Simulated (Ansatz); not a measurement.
`C[Se]BF` + `[F][GeH3]` → `F[BH][GeH2][F]` + `C[SeH]` at 500 K and 1 bar (formal exchange of groups at a B–Se bond).

Isolated molecules relaxed with PBE0-D4/def2-TZVP in Ansatz; ΔE leaves out vibrations. CBS: MP2 limit from def2 TZ/QZ plus the TZ coupled-cluster correction, frozen cores. For Ge, Se outer-core shells are correlated without core-valence functions, which leaves a few kJ/mol of doubt a bond. Scalar relativity is left out up to krypton. One conformer a species, not always the lowest.

| species | CCSD(T)/CBS energy (Eh) | H − E (kJ/mol) | S (J/(mol·K)) |
| --- | --- | --- | --- |
| `C[Se]BF` | -2565.82397 | 176.9 | 372.7 |
| `[F][GeH3]` | -2177.72589 | 90.4 | 283.2 |
| `F[BH][GeH2][F]` | -2302.35660 | 124.2 | 377.5 |
| `C[SeH]` | -2441.15625 | 142.1 | 299.3 |

H − E and S are ideal-gas, rigid-rotor, harmonic terms from PBE0-D4/def2-TZVP, for one conformer and one mirror image of each species. 1 Eh = 2625.50 kJ/mol, R = 8.31446 J/(mol·K).

**Question.** By hand: ΔE, ΔH, ΔS and ΔG.

**Answer.** ΔE = (-2302.35660) + (-2441.15625) − (-2565.82397) − (-2177.72589) = 0.03701 Eh = 97.2 kJ/mol. Δ(H − E) = 124.2 + 142.1 − 176.9 − 90.4 = -1.0, so ΔH = 96.2 kJ/mol. ΔS = 377.5 + 299.3 − 372.7 − 283.2 = 20.9 J/(mol·K). ΔG = 96.2 − 500 × (20.9)/1000 = 85.8 kJ/mol.

**Question.** By hand: the equilibrium constant, and the temperature at which ΔG would vanish if ΔH and ΔS stayed fixed.

**Answer.** log₁₀ K = −ΔG/(RT ln 10) = -9.0. ΔG = 0 at ΔH/ΔS = 4603 K, far beyond where these terms or the molecules hold.

ΔH outweighs TΔS. A doubt of 5 kJ/mol in ΔE shifts log₁₀ K by 0.5 here. Other conformers and mirror images would add mixing entropy, several J/(mol·K) or more a flexible species. These are equilibria of isolated gas molecules and say nothing of rates. Largest T1 diagnostic: 0.013 (customary marks: 0.02 for closed shells, 0.045 for open ones).
